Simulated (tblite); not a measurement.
Compound: C3H7F2NSi2.
Geometry (GFN2-xTB, Å), atoms numbered from 1 in this order:
```
atom  x, y, z in Å
C1     3.8771   -0.3659   -0.1512
C2     2.7935   -0.2536    0.3466
C3     1.4713   -0.1198    0.9041
F4     1.3914    1.0150    1.6849
F5     1.2119   -1.1553    1.7785
Si6    0.0423   -0.0617   -0.4238
Si7   -1.9147    0.1284    0.7926
N8    -3.1426    0.2274   -0.4162
H9     4.8252   -0.4637   -0.5897
H10    0.2992   -1.2727   -1.2142
H11    0.4621    1.0624   -1.2768
H12   -2.2757   -1.0660    1.5614
H13   -1.8768    1.2670    1.7311
H14   -3.0630    0.9016   -1.1599
H15   -4.1057    0.1647   -0.1286
```

All values are computed: GFN2-xTB (tblite) harmonic vibrations without scaling, gas phase. Errors from tens to a few hundred cm⁻¹ against measured bands are possible. Modes of hydrogen on silicon can be 10 to 20 % off. One conformer, not necessarily the lowest.

Harmonic wavenumbers (cm⁻¹): 26.3, 33.2, 62.5, 118.1, 155.3, 158.2, 184.4, 222.5, 282.9, 353.5, 392.7, 435.9, 460.6, 474.8, 497.8, 537.3, 577.3, 589.6, 599.6, 656.0, 666.0, 682.1, 719.6, 786.8, 811.2, 832.0, 890.0, 936.5, 992.7, 1097.5, 1536.7, 2135.8, 2188.1, 2222.8, 2235.6, 2269.3, 3393.7, 3478.1, 3507.6.

A = 3109, B = 710.9, C = 655.5 MHz; mass 151.009 u (most abundant isotopes); point group C1, symmetry number 1.

**Question.** What is the zero-point energy?

**Answer.** ½Σν̃ = 19100 cm⁻¹ = 228.49 kJ/mol.

**Question.** What is S at 400 K and 1 bar for an ideal gas of classical rigid rotors and harmonic oscillators?

**Answer.** Translation 177.54, rotation 128.29, vibration 215.72: S = 521.5 J/(mol K).

**Question.** And Cp and H(400 K) − H(0)?

**Answer.** Cp = 218.83 J/(mol K), of which vibrations give 185.58 (their classical limit is 39 R = 324.3); H(400 K) − H(0) = 55.21 kJ/mol without the zero-point energy, 41.91 from vibrations.

**Question.** Blend soft modes into free rotors: weight 1/[1 + (100 cm⁻¹/ν̃)⁴] for the oscillator and the rest for a rotor with moment μB/(μ + B), μ = h/(8π²ν), B = 10⁻⁴⁴ kg m². What vibrational entropy results?

**Answer.** 191.90 J/(mol K) in place of 215.72, which changes −T·S at 400 K by +9.53 kJ/mol.

**Question.** Which modes carry the vibrational entropy at 400 K?

**Answer.** 26.3 cm⁻¹: 27.92; 33.2 cm⁻¹: 25.99; 62.5 cm⁻¹: 20.74; 118.1 cm⁻¹: 15.50; 155.3 cm⁻¹: 13.26; 158.2 cm⁻¹: 13.11 J/(mol K); the other 33 give 99.19 together.

**Question.** How do the functions run with temperature in this model?

**Answer.** 
```json
{"T (K)": "50", "S (J/(mol K))": "263.6", "Cp (J/(mol K))": "64.5", "H − H(0) (kJ/mol)": "2.44", "G − H(0) (kJ/mol)": "-10.74", "ln q(vib)": "1.36"}
{"T (K)": "100", "S (J/(mol K))": "316.7", "Cp (J/(mol K))": "91.0", "H − H(0) (kJ/mol)": "6.35", "G − H(0) (kJ/mol)": "-25.32", "ln q(vib)": "3.22"}
{"T (K)": "298.15", "S (J/(mol K))": "461.8", "Cp (J/(mol K))": "187.3", "H − H(0) (kJ/mol)": "34.43", "G − H(0) (kJ/mol)": "-103.26", "ln q(vib)": "10.05"}
{"T (K)": "373.15", "S (J/(mol K))": "506.6", "Cp (J/(mol K))": "211.6", "H − H(0) (kJ/mol)": "49.43", "G − H(0) (kJ/mol)": "-139.60", "ln q(vib)": "12.49"}
{"T (K)": "500", "S (J/(mol K))": "572.8", "Cp (J/(mol K))": "240.6", "H − H(0) (kJ/mol)": "78.24", "G − H(0) (kJ/mol)": "-208.18", "ln q(vib)": "16.40"}
{"T (K)": "750", "S (J/(mol K))": "677.7", "Cp (J/(mol K))": "275.7", "H − H(0) (kJ/mol)": "143.18", "G − H(0) (kJ/mol)": "-365.08", "ln q(vib)": "23.25"}
{"T (K)": "1000", "S (J/(mol K))": "760.2", "Cp (J/(mol K))": "297.7", "H − H(0) (kJ/mol)": "215.05", "G − H(0) (kJ/mol)": "-545.19", "ln q(vib)": "29.12"}
```

q(vib) and H(0) count from the zero-point level.

Hindered rotation and anharmonicity are outside this model. Other conformers, if any are populated, would add a mixing term that is left out. The structure is chiral; the term R ln 2 for an equal mix with its mirror image is left out.

The run took 0.48 s on one thread of an Arm Neoverse V2, no GPU (shared host). This covers the Hessian and the dipole derivatives.
